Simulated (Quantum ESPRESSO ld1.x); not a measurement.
Question: The aim is the technetium ion Tc3+ in [Kr] 4d4. What will ld1.x (Quantum ESPRESSO 7.5) do with this input?

```
 &input
    zed=43.0,
    iswitch=1,
    rel=2,
    dft='PW',
    config='[Kr] 4d4',
    lsmall=.true.,
    xmin=-12.0,
    prefix='ld1',
    max_out_wfc=37,
    file_charge='ld1.rho',
 /
```

Answer: Usable despite the warning. The mesh starts very near the nucleus, where rounding noise provokes warnings (final residual 4e-15); the energy differs from the default mesh by less than 1e-5 hartree, which is rather the error of the default start.

Output (excerpt):

```
     Program LD1 v.7.5 starts

     --------------------------- All-electron run ----------------------------

     dirac relativistic calculation

     atomic number is 43.00
     dft =PW   lsd =0 sic =0 latt =0  beta=0.20 tr2=1.0E-14
     Exchange-correlation= PW
                           (   1   4   0   0   0   0   0)
     mesh =2547 r(mesh) = 100.16310 a.u. xmin =-12.00 dx = 0.00800
     1 Ry =  13.60569312 eV, c = 137.03599908

     n l j   nl                  e(Ry)          e(Ha)          e(eV)
     Spin orbit split results
     1 0 0.5 1S 1( 2.00)     -1533.2434      -766.6217    -20860.8399
     2 0 0.5 2S 1( 2.00)      -220.7041      -110.3520     -3002.8320
     2 1 0.5 2P 1( 2.00)      -203.8297      -101.9148     -2773.2439
     2 1 1.5 2P 1( 4.00)      -195.1526       -97.5763     -2655.1864
     3 0 0.5 3S 1( 2.00)       -40.2694       -20.1347      -547.8933
     3 1 0.5 3P 1( 2.00)       -33.7801       -16.8901      -459.6022
     3 1 1.5 3P 1( 4.00)       -32.3275       -16.1638      -439.8381
     4 0 0.5 4S 1( 2.00)        -7.6108        -3.8054      -103.5501
     4 1 0.5 4P 1( 2.00)        -5.6911        -2.8456       -77.4320
     4 1 1.5 4P 1( 4.00)        -5.4661        -2.7331       -74.3703
     3 2 1.5 3D 1( 4.00)       -20.8030       -10.4015      -283.0392
     3 2 2.5 3D 1( 6.00)       -20.5234       -10.2617      -279.2353
     4 2 1.5 4D 1( 4.00)        -2.6071        -1.3036       -35.4716
     4 2 2.5 4D 1( 0.00)        -2.5814        -1.2907       -35.1220
     Averaged results
     1 0     1S 1( 2.00)     -1533.2434      -766.6217    -20860.8399
     2 0     2S 1( 2.00)      -220.7041      -110.3520     -3002.8320
     2 1     2P 1( 6.00)      -198.0450       -99.0225     -2694.5389
     3 0     3S 1( 2.00)       -40.2694       -20.1347      -547.8933
     3 1     3P 1( 6.00)       -32.8117       -16.4059      -446.4261
     4 0     4S 1( 2.00)        -7.6108        -3.8054      -103.5501
     4 1     4P 1( 6.00)        -5.5411        -2.7706       -75.3909
     3 2     3D 1(10.00)       -20.6352       -10.3176      -280.7569
     4 2     4D 1( 4.00)        -2.5917        -1.2958       -35.2618

     final scf error:  4.0E-15 reached in  28 iterations

     Etot =   -8560.071644 Ry,   -4280.035822 Ha, -116465.707899 eV

     Ekin =    8889.712380 Ry,    4444.856190 Ha,  120950.698596 eV
     Encl =  -20604.922216 Ry,  -10302.461108 Ha, -280344.248498 eV
     Eh   =    3401.520839 Ry,    1700.760420 Ha,   46280.048693 eV
     Exc  =    -246.382647 Ry,    -123.191324 Ha,   -3352.206690 eV
```

Run on one thread of a shared host, so times are rough (Intel(R) Xeon(R) Processor @ 2.60GHz): 0.67 s of CPU time, 0.73 s wall, 28 iterations on 2547 mesh points.
